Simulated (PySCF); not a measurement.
C3H12O5Si2, SMILES CO[Si](C)(OC)[Si](O)(O)O (GFN2-xTB optimised geometry):

```
22

Si    -1.530    -1.475     1.737
O     -2.864    -0.638     2.153
O     -0.508    -1.715     3.006
O     -2.043    -2.993     1.405
Si    -0.618    -0.313     0.000
C     -1.006     1.549     0.000
O     -1.034    -1.028    -1.416
C     -2.320    -1.329    -1.876
O      1.012    -0.313     0.000
C      1.870    -1.413    -0.082
H     -3.508    -1.022     2.745
H     -0.082    -0.969     3.416
H     -1.423    -3.715     1.444
H     -0.678     2.012    -0.926
H     -2.073     1.716     0.099
H     -0.517     2.067     0.817
H     -2.894    -1.853    -1.108
H     -2.851    -0.415    -2.150
H     -2.221    -1.966    -2.756
H      1.674    -1.988    -0.989
H      2.894    -1.038    -0.105
H      1.745    -2.067     0.786
```

Level of theory: PBE0/def2-SVP run with PySCF.

What are the frontier orbital energies and the dipole moment?

HOMO-2 -8.30 eV, HOMO-1 -7.91 eV, HOMO -6.94 eV, LUMO 0.67 eV, LUMO+1 0.77 eV; dipole moment 1.44 D.

On the same geometry PBE/def2-SVP in PySCF 2.14.0 gives HOMO-2 -6.64 eV, HOMO-1 -6.25 eV, HOMO -5.52 eV, LUMO -0.15 eV, LUMO+1 -0.05 eV; dipole moment 1.44 D.

Meta-Löwdin charges at PBE0/def2-SVP: Si1 1.15, O2 -0.72, O3 -0.72, O4 -0.72, Si5 1.00, C6 -0.57, O7 -0.61, C8 -0.08, O9 -0.60, C10 -0.08, H11 0.33, H12 0.33, H13 0.34, H14 0.12, H15 0.11, H16 0.12, H17 0.09, H18 0.09, H19 0.11, H20 0.10, H21 0.11, H22 0.09.
